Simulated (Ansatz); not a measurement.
Geometry optimisation, RHF/def2-SVP (Ansatz 0.2.0).

Input:

```yaml
crystal:
  periodic: [false, false, false]
  atoms:
    - { symbol: Ga, position_ang: [-0.037929, -0.178088, -0.21249] }
    - { symbol: H, position_ang: [-0.044231, -0.441574, 1.339379] }
    - { symbol: "N", position_ang: [1.593985, -0.183465, -1.009088] }
    - { symbol: H, position_ang: [2.462336, -0.289129, -0.524463] }
    - { symbol: H, position_ang: [1.748827, -0.015589, -1.98202] }
    - { symbol: H, position_ang: [-1.333091, -0.02797, -1.07699] }
    - { symbol: O, position_ang: [-0.016813, 2.221793, 1.561712] }
    - { symbol: H, position_ang: [0.844829, 2.575984, 1.730628] }
    - { symbol: H, position_ang: [-0.012112, 1.328639, 1.944631] }
basis:
  gaussian: { orbitals: def2-SVP }
hamiltonian:
  xc: hf
relax:
  f_tol: 0.03
  max_steps: 50
output:
  orbitals: {}
```

Launched with:

```bash
$ ansatz run input.yaml --threads 1 --pin off --max-ram 2048MiB --backend cpu --events-out ev --progress --plain --runs-dir out
```

Q: Where does it end, and by what steps?

A: The run converged. After 11 steps the energy has fallen by 0.428 eV; H8 moved furthest, 1.08 Å. Joined: Ga1–O7 (2.98 → 2.22 Å).

```tsv
step	energy less start (eV)	largest force component (eV/Å)	accepted
0	0.0000	1.447	yes
1	-0.0256	1.969	yes
2	-0.0949	1.666	yes
3	-0.1032	3.126	yes
4	-0.2861	0.911	yes
5	-0.3407	0.440	yes
6	-0.3773	0.512	yes
7	-0.4008	0.899	yes
8	-0.4196	0.516	yes
9	-0.4263	0.159	yes
10	-0.4276	0.068	yes
11	-0.4282	0.028	yes
```

```xyz
9
Properties=species:S:1:pos:R:3
Ga -0.099 -0.116 0.025
H -0.144 -1.100 1.263
N 1.598 0.260 -0.669
H 2.377 -0.315 -0.405
H 1.696 0.502 -1.638
H -1.347 0.180 -0.888
O 0.079 1.794 1.145
H 0.967 1.971 0.847
H 0.079 1.814 2.092
```

Run time: 22 s on 1 thread of AMD EPYC 7R43 64-Core Processor (Zen 3), with other jobs on the host, peak memory 0.18 GiB.
